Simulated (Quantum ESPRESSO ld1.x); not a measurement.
Q: The aim is neutral rhenium in [Xe] 4f14 5d5 6s2. What will ld1.x (Quantum ESPRESSO 7.5) do with this input?

```
 &input
    zed=75.0,
    iswitch=1,
    rel=1,
    dft='PBESOL',
    config='[Xe] 4f14 5d5 6s2',
    verbosity='high',
    rmax=5000.0,
    prefix='ld1',
    max_out_wfc=37,
    file_charge='ld1.rho',
 /
```

A: Harmless. The energy moves by less than 1e-5 hartree against the default mesh (-16687.384 hartree).

Output (excerpt):

```
     Program LD1 v.7.5 starts

     --------------------------- All-electron run ----------------------------

     scalar relativistic calculation

     atomic number is 75.00
     dft =PBESOL   lsd =0 sic =0 latt =0  beta=0.20 tr2=1.0E-14
     Exchange-correlation= PBESOL
                           (   1   4  10   8   0   0   0)
     mesh =2605 r(mesh) =4986.61143 a.u. xmin = -8.00 dx = 0.00800
     1 Ry =  13.60569312 eV, c = 137.03599908

     n l     nl                  e(Ry)          e(Ha)          e(eV)
     1 0     1S 1( 2.00)   -5265.546801263   -2632.773400632 -71641.4139027
     2 0     2S 1( 2.00)    -912.962862371    -456.481431186 -12421.4925381
     2 1     2P 1( 6.00)    -796.750551890    -398.375275945 -10840.3435046
     3 0     3S 1( 2.00)    -211.351493201    -105.675746601  -2875.5835576
     3 1     3P 1( 6.00)    -177.091900713     -88.545950357  -2409.4580557
     4 0     4S 1( 2.00)     -44.081872116     -22.040936058   -599.7644243
     4 1     4P 1( 6.00)     -32.844996079     -16.422498040   -446.8789373
     3 2     3D 1(10.00)    -138.258994908     -69.129497454  -1881.1094562
     5 0     5S 1( 2.00)      -6.268854726      -3.134427363    -85.2921136
     5 1     5P 1( 6.00)      -3.456760854      -1.728380427    -47.0316274
     4 2     4D 1(10.00)     -18.754576104      -9.377288052   -255.1690071
     4 3     4F 1(14.00)      -3.112324739      -1.556162370    -42.3453353
     5 2     5D 1( 5.00)      -0.396791924      -0.198395962     -5.3986292
     6 0     6S 1( 2.00)      -0.439567535      -0.219783767     -5.9806210

     final scf error:  3.7E-15 reached in  31 iterations

     Etot =  -33374.767929 Ry,  -16687.383964 Ha, -454086.850492 eV

     Ekin =   36886.635633 Ry,   18443.317817 Ha,  501868.244763 eV
     Encl =  -82633.722243 Ry,  -41316.861122 Ha,-1124289.066449 eV
     Eh   =   13023.375492 Ry,    6511.687746 Ha,  177192.050365 eV
     Exc  =    -651.056811 Ry,    -325.528405 Ha,   -8858.079170 eV
```

Run on one thread of a shared host, so times are rough (Intel(R) Xeon(R) Processor @ 2.60GHz): 0.62 s of CPU time, 1.3 s wall, 31 iterations on 2605 mesh points, peak memory 30 MiB.
